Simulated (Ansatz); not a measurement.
Geometry optimisation, Ansatz, RKS B3LYP/6-31G*.

input.yaml

```yaml
crystal:
  periodic: [false, false, false]
  atoms:
    - { symbol: "N", position_ang: [-0.21058, 1.21376, 0.16779] }
    - { symbol: B, position_ang: [0.56361, 0.1553, -0.23105] }
    - { symbol: C, position_ang: [-0.11986, -1.27898, -0.03083] }
    - { symbol: O, position_ang: [0.43628, -2.33056, -0.27063] }
    - { symbol: H, position_ang: [0.04059, 2.18746, 0.12421] }
    - { symbol: H, position_ang: [-1.13285, 1.05084, 0.54671] }
    - { symbol: H, position_ang: [1.63431, 0.29472, -0.67712] }
    - { symbol: H, position_ang: [-1.16722, -1.31688, 0.3478] }
basis:
  gaussian: { orbitals: "6-31G*" }
hamiltonian:
  xc: b3lyp
relax:
  f_tol: 0.015
  max_steps: 40
```

Command:

```bash
$ ansatz run input.yaml --threads 1 --pin off --max-ram 2048MiB --backend cpu --events-out ev --progress --plain --runs-dir out
```

Where does it end, and by what steps?

It converged. After 7 steps the energy has fallen by 0.035 eV; H6 moved furthest, 0.10 Å.

```json
{"step": "0", "energy less start (eV)": "0.0000", "largest force component (eV/Å)": "0.669", "accepted": "yes"}
{"step": "1", "energy less start (eV)": "-0.0271", "largest force component (eV/Å)": "0.216", "accepted": "yes"}
{"step": "2", "energy less start (eV)": "-0.0221", "largest force component (eV/Å)": "0.456", "accepted": "no"}
{"step": "3", "energy less start (eV)": "-0.0328", "largest force component (eV/Å)": "0.088", "accepted": "yes"}
{"step": "4", "energy less start (eV)": "-0.0343", "largest force component (eV/Å)": "0.097", "accepted": "yes"}
{"step": "5", "energy less start (eV)": "-0.0353", "largest force component (eV/Å)": "0.024", "accepted": "yes"}
{"step": "6", "energy less start (eV)": "-0.0353", "largest force component (eV/Å)": "0.017", "accepted": "yes"}
{"step": "7", "energy less start (eV)": "-0.0354", "largest force component (eV/Å)": "0.006", "accepted": "yes"}
```

```xyz
8
Properties=species:S:1:pos:R:3
N -0.233 1.235 0.171
B 0.535 0.142 -0.214
C -0.110 -1.312 -0.037
O 0.463 -2.353 -0.314
H 0.083 2.193 0.102
H -1.168 1.148 0.552
H 1.632 0.295 -0.657
H -1.158 -1.371 0.373
```

Whether the end is a true minimum wasn't checked by a vibrational analysis.

Time of the run: 21 s on 1 thread of Arm Neoverse V1, on a shared host, peak memory 0.15 GiB.
